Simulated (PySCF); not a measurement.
```xyz
6

S      2.0857     0.5761     0.5115
Al    -0.0464     0.3855     0.1330
S     -0.8834    -1.4623    -0.6574
Br    -1.3667     2.1565     0.5827
H      2.3491    -0.6769     0.0957
H     -2.1383    -0.9787    -0.6655
```

Charge 0, multiplicity 1.

**Question.** Give the Mulliken and meta-Löwdin atomic charges from ωB97X-D3(BJ)/def2-TZVP // B3LYP-D3(BJ)/def2-TZVP (PySCF 2.14.0).

**Answer.** 
| atom | Mulliken (e) | meta-Löwdin (e) |
|---|---|---|
| S1 | -0.29 | -0.32 |
| Al2 | 0.47 | 0.72 |
| S3 | -0.30 | -0.33 |
| Br4 | -0.22 | -0.30 |
| H5 | 0.17 | 0.11 |
| H6 | 0.18 | 0.12 |
